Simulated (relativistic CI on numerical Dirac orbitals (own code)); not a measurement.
# Hg⁴⁺: L2,3 absorption edge

Computed with this model: Dirac-Coulomb-Breit CI, KLI orbitals optimised for each configuration, QED by a radiative potential, valence Slater integrals scaled by 0.8, multiplet model of core-to-valence dipole absorption; configurations [Xe] 4f14 5d8 → [He] 2s2 2p5 3s2 3p6 3d10 4s2 4p6 4d10 4f14 5s2 5p6 5d9; 300 K; Lorentzian 3 eV and Gaussian 1 eV FWHM. Energies are those of the free ion, without screening or charge transfer. The branching ratio is the share of the lower-energy edge in the whole absorption, uncertain by about 0.02 where the edges overlap. S is read from ⟨S²⟩ = S(S + 1).

Field parameters in Wybourne normalisation: Oh B⁴₀ = 21Dq, B⁴₄ = √(5/14) B⁴₀. The field is a parameter set, without covalency.

free ion: ground-state S = 0.96, centroid 12311.18 eV, branching ratio 0.982. Peaks (eV, height): 12277.0 (100).

Oh, 10Dq = 8500 cm⁻¹: ground-state S = 0.98, centroid 12379.01 eV, branching ratio 0.947. Peaks (eV, height): 12277.5 (100).

Oh, 10Dq = 19200 cm⁻¹: ground-state S = 0.98, centroid 12489.60 eV, branching ratio 0.890. Peaks (eV, height): 12278.0 (100), 14205.5 (12).

Oh, 10Dq = 29850 cm⁻¹: ground-state S = 0.99, centroid 12565.88 eV, branching ratio 0.851. Peaks (eV, height): 12279.0 (100), 14206.0 (18).

Oh, 10Dq = 40550 cm⁻¹: ground-state S = 0.99, centroid 12616.87 eV, branching ratio 0.825. Peaks (eV, height): 12279.5 (100), 14207.0 (21).

The statistical ratio of this edge is 2/3 = 0.667. Values above it arise where the holes sit mainly in the j = l + 1/2 valence subshell or the ground state has high spin; values below it where core-valence Coulomb terms move weight to the upper edge, as in nearly empty shells. At deep edges of heavy elements the radial integrals of the two core levels differ, which raises the baseline.

Strongest unbroadened transitions for Oh, 10Dq = 29850 cm⁻¹:

```tsv
Energy (eV)	Relative strength
12278.68	35.6
12278.69	42.2
12278.72	61.4
12278.79	72.8
12278.80	100.0
12279.14	27.3
12281.77	0.2
12282.03	0.1
12283.36	0.2
12283.47	0.1
12283.51	0.1
12283.70	0.1
14205.95	18.5
14205.97	11.3
14206.04	29.6
14209.08	0.0
14209.10	0.1
14210.81	0.1
```
